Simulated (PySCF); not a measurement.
From results back to the method.

C3H4Cl2OSi.
SMILES: `CC(=C=O)[SiH](Cl)Cl`

The closed-shell ground state was solved 4 times with PySCF (density fitting, gas phase), always with PBE0, in these basis sets: 6-31G, 6-31G*, STO-3G and aug-cc-pVDZ. The structure is a single PBE0-D3(BJ)/def2-SVP conformer in the gas phase; no vibrational or solvent corrections.

```tsv
row	total energy (Eh)	HOMO (eV)	LUMO (eV)	dipole (D)
P	-1401.2267	-7.24	-1.45	1.61
Q	-1385.5066	-4.97	1.05	2.74
R	-1401.0762	-7.43	-1.82	1.94
S	-1401.3251	-7.32	-1.62	1.35
```

Which basis belongs to which row?

P = 6-31G*, Q = STO-3G, R = 6-31G, S = aug-cc-pVDZ. From the lowest total energy up: aug-cc-pVDZ (209 functions) 0 eV; 6-31G* (118 functions) +2.68 eV; 6-31G (83 functions) +6.77 eV; STO-3G (51 functions) +430.44 eV.

Conformer computed: `[CH3:1][C:2](=[C:3]=[O:4])[SiH:5]([Cl:6])[Cl:7]`: C1–C2–Si5–Cl6 60°.
